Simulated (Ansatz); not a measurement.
System: sum formula ReO$_{2}$Cl$_{2}$, net charge 0, doublet state. The spin state was set by rule; other spins were not relaxed. 
Coordinates optimised at B3LYP-D3(BJ)/def2-TZVP (Ansatz, a quantum-chemistry and plane-wave program):
```xyz
5

Re     0.2755    -0.0523     0.1013
O      1.5034    -0.6463    -0.9092
O      0.7021     0.2280     1.7203
Cl    -0.6855     1.7865    -0.8029
Cl    -1.5679    -1.3591    -0.0259
```
Charge 0, spin multiplicity 2.

Total electronic energies in hartree. Correlated levels leave the core frozen unless marked. UHF or UKS for open shells. No spin-orbit coupling. Frozen are the shells of the preceding noble gas and the d and f shells that filled before the atom's block. Past Kr the def2 sets carry scalar-relativistic core potentials. Basis-set limits of correlation are two-point, X^-3; Hartree-Fock from the larger set. [CCSD(T)-MP2]/basis is that difference in the basis named.

The UHF reference is spin-contaminated (<S^2> 0.31 over the pure value in the largest basis). 

| level | program | energy (Eh) |
|---|---|---|
| HF/def2-SVP | Ansatz | -1145.87921 |
| HF/def2-QZVPP | Ansatz | -1146.46650 |
| BLYP-D3(BJ)/def2-TZVPD | Ansatz + dftd3 | … |
| revPBE-D3(BJ)/def2-TZVPD | Ansatz + dftd3 | … |
| PBE0/def2-TZVP | Ansatz | … |
| CAM-B3LYP-D4/def2-TZVPD | Ansatz + dftd4 | -1149.31813 |
| LC-wPBE-D4/def2-TZVPD | Ansatz + dftd4 | -1149.05595 |
| CCSD(T)/def2-SVP | Ansatz | -1146.82746 |
| RI-MP2/CBS(def2-TZVPP,def2-QZVPP)+[CCSD(T)-MP2]/def2-TZVPP | Ansatz | -1147.8383 |

Q: Some entries are withheld; supply them.

A: 
- BLYP-D3(BJ)/def2-TZVPD, energy (Eh): -1149.41102
- revPBE-D3(BJ)/def2-TZVPD, energy (Eh): -1149.30034
- PBE0/def2-TZVP, energy (Eh): -1148.91729
